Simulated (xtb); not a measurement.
Si(Cl)(Br)2(OH) (Br2ClHOSi), SMILES Br[Si](Br)(Cl)O. All values are semi-empirical tight-binding results from xtb (GFN2-xTB unless named), good for trends rather than for accurate numbers. Geometry: GFN2-xTB. The structure was generated by enumeration, and PubChem lists no compound with its InChIKey, so it may never have been made. The values are those of a single conformer.

Problem. Estimate the properties. (The exact figures need the calculation; the answer reports its results.)

Solution. 
orbital gap: 6.43 eV
zero-point energy: 11.0 kcal/mol
G − E(el) at 298.15 K (modified RRHO): -10.9 kcal/mol
static polarisability (D4 model): 91.2 bohr³
solvation energy, GFN2-xTB/ALPB(water): -6.4 kcal/mol
solvation energy, GFN2-xTB/ALPB(ch2cl2): -5.7 kcal/mol
